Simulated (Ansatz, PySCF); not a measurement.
Pair of molecules: BFH2O2 (SMILES OB(O)F) (first 6 atoms) with HF (SMILES F); geometry from B3LYP-D3(BJ)/def2-TZVP, rigid monomers moved along the line of their centres of mass till O3···H8 is 1.99 Å.
(charge 0, multiplicity 1):
```csv
atom,x (Å),y (Å),z (Å)
O,1.1091,0.8348,0.2336
B,0.0276,0.0340,0.1597
O,-0.4567,-0.5168,1.3137
F,-0.5826,-0.2359,-1.0041
H,1.3992,1.1900,-0.6120
H,-1.2297,-1.0779,1.1930
F,0.3073,-0.3736,4.1393
H,0.1109,-0.3825,3.2214
```

Counterpoise-corrected where a basis set is named; no monomer relaxation. Rows marked so take none.

Rows in 6-31G* carry no dispersion term and start afresh at each structure (6-31G* with six Cartesian d functions). MP2/6-31G* freezes PySCF's default core.

Codes used: Ansatz (Gaussian orbitals); PySCF for 6-31G* rows, the dispersion terms. Values without a source in brackets are computed.

**Question.** What is the computed interaction energy (PBE0-D4/def2-TZVPPD)?

**Answer.** -29 kJ/mol

Ansatz is an electronic-structure program.
